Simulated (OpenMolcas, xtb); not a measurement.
CH2NOSi (SMILES O=C=N[SiH2]): methods side by side

CH2NOSi: 6 atoms, total charge 0, spin state doublet. SMILES: `O=C=N[SiH2]`. The shape is that of a PBE0-D4/def2-TZVP optimisation.

```jsonl
{"atom": "O", "x (Å)": "1.0897", "y (Å)": "-2.0257", "z (Å)": "1.6104"}
{"atom": "C", "x (Å)": "0.6485", "y (Å)": "-1.1778", "z (Å)": "0.9454"}
{"atom": "N", "x (Å)": "0.2163", "y (Å)": "-0.2849", "z (Å)": "0.2792"}
{"atom": "Si", "x (Å)": "-0.6833", "y (Å)": "0.5916", "z (Å)": "-0.8753"}
{"atom": "H", "x (Å)": "0.2613", "y (Å)": "1.2142", "z (Å)": "-1.8391"}
{"atom": "H", "x (Å)": "-1.4905", "y (Å)": "1.6187", "z (Å)": "-0.1668"}
```

Quantity: the vertical energy of the quartet above the doublet, in eV. The values are calculated.

```
             level            kind     program  value (eV)
          GFN0-xTB  semi-empirical         xtb        5.43
     UHF/6-311+G**    Hartree–Fock  OpenMolcas        6.83
  USVWN5/6-311+G**             LDA  OpenMolcas        6.48
U-revPBE/6-311+G**             GGA  OpenMolcas        6.43
  UM06-L/6-311+G**        meta-GGA  OpenMolcas        6.83
   UTPSS/6-311+G**        meta-GGA  OpenMolcas        6.54
  UBHLYP/6-311+G**   global hybrid  OpenMolcas        6.79
```

The values span 5.43 to 6.83 eV. Spin contamination of the reference (⟨S²⟩ at least 0.1 too high) touches UHF/6-311+G**. The xTB rows lack spin polarisation, so open shells miss the exchange term that lowers them.
